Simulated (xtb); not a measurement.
CHCl2FOSi, SMILES O=C[Si](F)(Cl)Cl. All values are semi-empirical tight-binding results from xtb (GFN2-xTB unless named), good for trends rather than for accurate numbers. Geometry optimised at GFN2-xTB. The structure was generated by enumeration, and PubChem lists no compound with its InChIKey, so it may never have been made. Other conformers were not sampled.

Optimised geometry:

Bonds (Å): O1–C2 1.201, C2–Si3 1.930, C2–H7 1.111, Si3–F4 1.616, Si3–Cl5 1.989, Si3–Cl6 1.990. Bond angles (°): O1–C2–Si3 125.3, O1–C2–H7 119.5, Si3–C2–H7 115.2, C2–Si3–F4 101.8, C2–Si3–Cl5 112.7, C2–Si3–Cl6 112.4, F4–Si3–Cl5 107.2, F4–Si3–Cl6 107.1, Cl5–Si3–Cl6 114.4.

Computed properties:
- orbital gap = 2.55 eV
- dipole moment = 1.00 D
- zero-point energy = 14.7 kcal/mol
- G − E(el) at 298.15 K (modified RRHO) = -6.7 kcal/mol
- static polarisability (D4 model) = 76.5 bohr³
- solvation energy, GFN2-xTB/ALPB(water) = -0.1 kcal/mol
- solvation energy, GFN2-xTB/ALPB(octanol) = -2.7 kcal/mol

Problem. Give the atomic charges and the Wiberg bond orders between heavy atoms. (The exact figures need the calculation; the answer reports its results.)

Solution. charges (e) O1 -0.29, C2 0.12, Si3 0.58, F4 -0.24, Cl5 -0.11, Cl6 -0.11, H7 0.05. Bond orders O1–C2 2.00, C2–Si3 0.80, Si3–F4 1.09, Si3–Cl5 1.21, Si3–Cl6 1.20.
